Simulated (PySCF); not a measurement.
**BrH₂⁺: bending curve**

Computed with PySCF, PBE0, basis Br def2-TZVP, H def2-TZVP (no relativity, density fitting).

Rigid scan from the singlet minimum (Br–H 1.447 Å (×2); H–Br–H 92.5°). Coordinate: the H–Br–H angle, bonds fixed. Energies in kJ/mol from the minimum.

```csv
bond angle (°),E (kJ/mol),"dipole size (D, about the centre of mass)"
80,10.2,2.15
90,0.4,2.06
100,3.5,1.97
110,18.9,1.87
120,45.7,1.76
130,82.4,1.63
140,127.0,1.46
150,176.0,1.25
160,223.8,0.96
170,260.9,0.54
180,275.4,0.00
```

With the bonds held, the linear shape lies 275.4 kJ/mol from the minimum.

Other isomers or separated fragments may lie lower.

The scan took 4 s on 2 threads of a shared Arm Neoverse V2 host; the process peaked at 0.6 GiB. Launch command: `OMP_NUM_THREADS=2 python axn.py task.json out`.
